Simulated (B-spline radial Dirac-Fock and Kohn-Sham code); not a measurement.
L-shell conversion coefficients of Cs against transition energy

Model: a Dirac-Hartree-Slater potential of the neutral atom with a Latter tail (no hole, which puts coefficients of high multipoles low close above an edge), finite nucleus with surface currents. Program: a B-spline atomic structure program. Subshells within 1 keV of threshold and pair formation are left out.

```csv
energy (keV),E1,E4,E5,M1,M2,M3
16.6,4.23,3.83e+07,1.97e+09,20.6,4040,826000
16.8,4.09,3.54e+07,1.81e+09,19.8,3820,765000
20,2.51,1.13e+07,5.41e+08,11.8,1700,253000
20.6,2.31,9.34e+06,4.39e+08,10.8,1480,210000
21.4,2.08,7.26e+06,3.35e+08,9.64,1240,166000
23.1,1.67,4.38e+06,1.94e+08,7.68,873,103000
23.9,1.52,3.49e+06,1.52e+08,6.94,747,83300
26.5,1.13,1.76e+06,7.21e+07,5.10,466,44000
31.7,0.683,530000,1.94e+07,3.00,207,14800
33.3,0.593,381000,1.35e+07,2.59,166,11000
50,0.186,24600,650000,0.780,27.7,1010
54.1,0.149,14500,360000,0.619,19.7,646
65.7,0.0851,3910,83400,0.350,8.62,217
72.1,0.0652,2090,41500,0.267,5.84,130
100,0.0255,236,3570,0.104,1.53,22.7
101,0.0248,221,3310,0.101,1.47,21.5
102,0.0241,207,3080,0.0983,1.41,20.5
109,0.0200,133,1880,0.0813,1.08,14.5
113,0.0180,105,1440,0.0734,0.936,12.1
200,0.00360,2.69,22.6,0.0149,0.106,0.743
221,0.00273,1.46,11.2,0.0113,0.0739,0.470
340,0.000870,0.119,0.629,0.00360,0.0166,0.0721
358,0.000762,0.0900,0.454,0.00315,0.0140,0.0582
500,0.000336,0.0165,0.0623,0.00134,0.00481,0.0156
871,0.000101,0.00164,0.00407,0.000347,0.000947,0.00223
1000,7.67e-05,0.00102,0.00232,0.000251,0.000650,0.00144
1660,3.10e-05,0.000229,0.000406,7.99e-05,0.000178,0.000327
1670,3.07e-05,0.000226,0.000399,7.89e-05,0.000175,0.000321
2000,2.29e-05,0.000143,0.000237,5.35e-05,0.000114,0.000199
```

Question: How fast do they fall between 1660 and 2000 keV?

Answer: As powers of the energy: E1 E^-1.63, E4 E^-2.54, E5 E^-2.89, M1 E^-2.16, M2 E^-2.40, M3 E^-2.67. Within one type (E or M) the higher multipoles fall faster.

Values without a named source are computed, but for edge energies of neutral atoms, which are taken from tables.
